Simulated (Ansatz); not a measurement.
Frontier orbitals of CH3AlFI (`[CH3][Al]([F])[I]`).

Charge 0, multiplicity 1. Correlated methods include outer-core shells of I, which these sets cover unevenly. I: def2 effective core potential. The structure was optimised at the PBE0-D4/def2-TZVP level. Basis def2-TZVPP, Ansatz.

```tsv
functional	HOMO (eV)	LUMO (eV)
r2SCANh	-7.43	-1.10
```

**Question.** Give HOMO and LUMO (eV) with LDA (SPW92), PBE, revPBE, BLYP, r2SCAN, B97M-V, PBE0, B3LYP, r2SCAN0, HSE06 (plane-wave form), BHLYP, CAM-B3LYP, LC-ωPBE, ωB97X-V, ωB97M-V, HF. (Best estimate.)

**Answer.** The calculation gave: 
```json
{"functional": "LDA (SPW92)", "HOMO": "-6.87", "LUMO": "-1.92"}
{"functional": "PBE", "HOMO": "-6.71", "LUMO": "-1.67"}
{"functional": "revPBE", "HOMO": "-6.65", "LUMO": "-1.55"}
{"functional": "BLYP", "HOMO": "-6.51", "LUMO": "-1.54"}
{"functional": "r2SCAN", "HOMO": "-7.01", "LUMO": "-1.35"}
{"functional": "B97M-V", "HOMO": "-6.99", "LUMO": "-1.45"}
{"functional": "PBE0", "HOMO": "-7.86", "LUMO": "-0.92"}
{"functional": "B3LYP", "HOMO": "-7.59", "LUMO": "-1.12"}
{"functional": "r2SCAN0", "HOMO": "-8.06", "LUMO": "-0.74"}
{"functional": "HSE06 (plane-wave form)", "HOMO": "-7.46", "LUMO": "-1.29"}
{"functional": "BHLYP", "HOMO": "-8.82", "LUMO": "-0.15"}
{"functional": "CAM-B3LYP", "HOMO": "-9.10", "LUMO": "0.02"}
{"functional": "LC-ωPBE", "HOMO": "-10.46", "LUMO": "1.12"}
{"functional": "ωB97X-V", "HOMO": "-10.11", "LUMO": "1.00"}
{"functional": "ωB97M-V", "HOMO": "-9.98", "LUMO": "0.72"}
{"functional": "HF", "HOMO": "-10.37", "LUMO": "1.83"}
```

B3LYP here is the variant with VWN-RPA as its local correlation; programs differ in this. LC-ωPBE has ω = 0.4 bohr⁻¹. Positive LUMOs are unbound and depend on the basis.
